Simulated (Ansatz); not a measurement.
From C to Ge: the atomisation energy (no zero-point term)

All atoms of one element are swapped for its congeners: C2H5O (methoxymethyl) `[CH2]OC`; Si2H5O `[SiH2]O[SiH3]`; Ge2H5O `[GeH2][O][GeH3]`. All are doublets with charge 0.

Shapes, held fixed at every level: PBE0-D4/def2-TZVP. Flexible molecules stand in one conformer, not always the lowest. Programs: Ansatz 0.2.0. Values in eV.

| level | C2H5O | Si2H5O | Ge2H5O |
| --- | --- | --- | --- |
| HF/def2-TZVPP | 21.93 | 19.76 | 15.93 |
| r2SCAN-D4/def2-TZVPP | 30.36 | 26.05 | 22.70 |
| BHLYP-D4/def2-TZVPP | 29.30 | 25.61 | 21.89 |
| B2PLYP/def2-TZVPP | 29.93 | 25.71 | 22.25 |
| MP2/def2-SVP | 28.89 | 24.03 | 21.06 |
| CCSD(T)/def2-TZVPP | 29.40 | 25.35 | 22.30 |

At CCSD(T)/def2-TZVPP the atomisation energy falls at every step, from 29.40 to 22.30 eV. Every level shows the same order. Open shells run unrestricted unless RO is named. Relativity is left out for Ge unless named. Correlated rows may include outer-core shells of Ge, which these sets cover unevenly. Spin-orbit coupling, which grows down the group, is left out (summed over each molecule's free atoms 0.02, 0.05, 0.25 eV).
